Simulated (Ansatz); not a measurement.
`C#[C][Hf]([Cl])([Cl])[Cl]` + `[F][Ti]([F])([SH])[Cl]` → `[SH][Hf]([Cl])([Cl])[Cl]` + `C#[C][Ti]([F])([F])[Cl]` at 298.15 K and 1 bar (redistribution).

Calculated with Ansatz (gas phase, PBE0-D4/def2-TZVP geometries, no zero-point term in ΔE). CCSD(T)/CBS adds triple-zeta CCSD(T) − MP2 to the extrapolated MP2 energy (def2 sets, frozen cores). Elements past krypton have def2 core potentials. For Hf, Ti outer-core shells are correlated without core-valence functions, which leaves a few kJ/mol of doubt a bond. Scalar relativity is left out up to krypton. One conformer a species, not always the lowest.

```
                    species  CCSD(T)/CBS energy (Eh)  H − E (kJ/mol)  S (J/(mol·K))
`C#[C][Hf]([Cl])([Cl])[Cl]`              -1504.12469            83.3          412.3
   `[F][Ti]([F])([SH])[Cl]`              -1906.90100            62.0          366.8
 `[SH][Hf]([Cl])([Cl])[Cl]`              -1825.89364            57.2          415.7
  `C#[C][Ti]([F])([F])[Cl]`              -1585.12976            88.0          374.9
```

H − E and S are ideal-gas, rigid-rotor, harmonic terms from PBE0-D4/def2-TZVP, for one conformer and one mirror image of each species. 1 Eh = 2625.50 kJ/mol, R = 8.31446 J/(mol·K).

Task: By hand: ΔE, ΔH, ΔS and ΔG.

Result: ΔE = (-1825.89364) + (-1585.12976) − (-1504.12469) − (-1906.90100) = 0.00229 Eh = 6.0 kJ/mol. Δ(H − E) = 57.2 + 88.0 − 83.3 − 62.0 = -0.1, so ΔH = 5.9 kJ/mol. ΔS = 415.7 + 374.9 − 412.3 − 366.8 = 11.5 J/(mol·K). ΔG = 5.9 − 298.15 × (11.5)/1000 = 2.5 kJ/mol.

Task: By hand: the equilibrium constant, and the temperature at which ΔG would vanish if ΔH and ΔS stayed fixed.

Result: log₁₀ K = −ΔG/(RT ln 10) = -0.4. ΔG = 0 at ΔH/ΔS = 513 K, though so small a ΔH makes that figure unsure.

TΔS isn't small against ΔH here. The sign of ΔG lies within the doubt. A doubt of 5 kJ/mol in ΔE shifts log₁₀ K by 0.9 here. Other conformers and mirror images would add mixing entropy, several J/(mol·K) or more a flexible species. These are equilibria of isolated gas molecules and say nothing of rates. Largest T1 diagnostic: 0.025 (customary marks: 0.02 for closed shells, 0.045 for open ones).
